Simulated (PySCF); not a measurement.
C₃H₆BFO₂, SMILES B1(CO[C@]1(C)F)O. Geometry: PBE-D3(BJ)/def2-SVP. The structure was generated by enumeration; whether it is a known compound was not checked. Other conformers were not sampled.

Problem. Give the equilibrium geometry at PBE-D3(BJ)/def2-SVP (PySCF confirms it by a frequency run) as bond lengths and angles. (An estimate is asked for; the answer gives what the named calculation found.)

Solution. This is not unique; one that fits is 
Atoms: C1 C2 F3 O4 C5 B6 O7 H8 H9 H10 H11 H12 H13. Bonded distances (Å): C1–C2 1.509, C1–H8 1.107, C1–H9 1.109, C1–H10 1.107, C2–F3 1.421, C2–O4 1.423, C2–B6 1.611, O4–C5 1.474, C5–B6 1.585, C5–H11 1.112, C5–H12 1.113, B6–O7 1.346, O7–H13 0.976. Bond angles (°): C2–C1–H8 110.8, C2–C1–H9 109.1, C2–C1–H10 110.6, H8–C1–H9 108.5, H8–C1–H10 109.2, H9–C1–H10 108.5, C1–C2–F3 107.7, C1–C2–O4 112.2, C1–C2–B6 129.1, F3–C2–O4 109.5, F3–C2–B6 108.2, O4–C2–B6 88.0, C2–O4–C5 97.6, O4–C5–B6 87.2, O4–C5–H11 111.1, O4–C5–H12 111.7, B6–C5–H11 118.8, B6–C5–H12 118.0, H11–C5–H12 108.2, C2–B6–C5 86.0, C2–B6–O7 139.4, C5–B6–O7 134.5, B6–O7–H13 113.0.
